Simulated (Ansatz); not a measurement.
## Al2F2H2N: where a starting geometry ends

The starting geometry of this gas-phase doublet was optimised with GFN2-xTB.

```xyz
7

Al    0.8531    0.2627   -0.6375
Al   -1.0988    1.6307    0.5347
F    -2.0042    2.7436    1.3744
F     1.5261    0.3068   -2.1439
N    -0.9194    0.0253   -0.2697
H     1.8986    0.1041    0.4679
H    -1.6063   -0.7025   -0.4432
```

Question: Predict what becomes of its bonds when it is optimised with PBE0-D3(BJ)/def2-SVP.

Answer: A bond breaks, leaving `[F][Al][NH][AlH][F]`. Contacts that open: Al1–Al2 (2.66 → 3.23 Å).

The energy falls by 0.72 eV over 14 steps:

```
step  E − E(last) (eV)
   1             0.723
   2             0.553
   4             0.273
   5             0.161
   7             0.036
   8             0.014
  10             0.000
  11             0.000
  13             0.000
  14             0.000
```

Final geometry (Å):

```xyz
7

Al    1.0082    0.0479   -0.6623
Al   -1.1241    1.5961    1.2117
F    -2.7277    2.0573    1.3069
F     1.1935   -0.7694   -2.1015
N    -0.5993    0.6849   -0.2423
H     2.2491    0.2365    0.2860
H    -1.3507    0.5174   -0.9160
```

Frequencies at the end are all real (lowest 71 cm⁻¹). Open shells are spin-unrestricted. Run with Ansatz 0.2.0, 60 s on 2 threads of Intel(R) Xeon(R) Platinum 8259CL CPU @ 2.50GHz (Skylake/Cascade Lake), with other jobs on the host.
